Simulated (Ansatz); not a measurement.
C$_{4}$H$_{9}$, doublet, geometry from GFN2-xTB. Base run: HF/3-21G (Ansatz, an electronic-structure program).

Here is a job for Ansatz.
Ansatz 0.2 input:
```yaml
crystal:
  periodic: [false, false, false]
  atoms:
    - {symbol: C, position_ang: [0.80227852, 1.76477179, -0.15694418]}
    - {symbol: C, position_ang: [0.52141927, 0.40038107, 0.33521225]}
    - {symbol: C, position_ang: [-0.74490807, -0.31053583, 0.05376212]}
    - {symbol: C, position_ang: [-0.53438974, -1.81153526, -0.16655504]}
    - {symbol: H, position_ang: [1.85278878, 1.87333439, -0.43366452]}
    - {symbol: H, position_ang: [-1.48498727, -2.30741758, -0.34953270]}
    - {symbol: H, position_ang: [0.60506598, 2.52119607, 0.61469385]}
    - {symbol: H, position_ang: [0.18232470, 2.00638185, -1.01869520]}
    - {symbol: H, position_ang: [-0.07242301, -2.26159652, 0.70904246]}
    - {symbol: H, position_ang: [0.11552400, -1.97990561, -1.02198077]}
    - {symbol: H, position_ang: [1.21029694, -0.04478302, 1.03354459]}
    - {symbol: H, position_ang: [-1.22945641, 0.12710158, -0.82320378]}
    - {symbol: H, position_ang: [-1.44553349, -0.19280169, 0.89694506]}
basis:
  gaussian:
    orbitals: 3-21G.json
hamiltonian:
  xc: hf
magnetization: {spin_polarized: true, initial_magnetization: 1}
```
The basis file holds 3-21G in the JSON format of the Basis Set Exchange.

Variants of this job, named by their change:

```json
[
 {"change": "base", "ΔE vs base (µEh)": "0.0"},
 {"change": "point_charge = charge:0.5 position_ang:4.2436, 3.0498, -2.3472", "ΔE vs base (µEh)": "-500"},
 {"change": "forces = on", "ΔE vs base (µEh)": "0.0"},
 {"change": "nuclear_model = gaussian", "ΔE vs base (µEh)": "10.4"},
 {"change": "fitting.mean_field = def2-universal-JKFIT", "ΔE vs base (µEh)": "31.8"},
 {"change": "fitting.mean_field = cc-pVTZ-JKFIT", "ΔE vs base (µEh)": "63.1"},
 {"change": "lower_state_search = full", "ΔE vs base (µEh)": "0.0"},
 {"change": "accuracy = high", "ΔE vs base (µEh)": "-12.5"},
 {"change": "point_charge = charge:-1.0 position_ang:2.6708, -0.5436, -5.0696", "ΔE vs base (µEh)": "-357"},
 {"change": "lower_state_search = light", "ΔE vs base (µEh)": "0.0"},
 {"change": "point_charge = charge:1.0 position_ang:-0.4615, -0.9058, -5.6785", "ΔE vs base (µEh)": "-1257"}
]
```
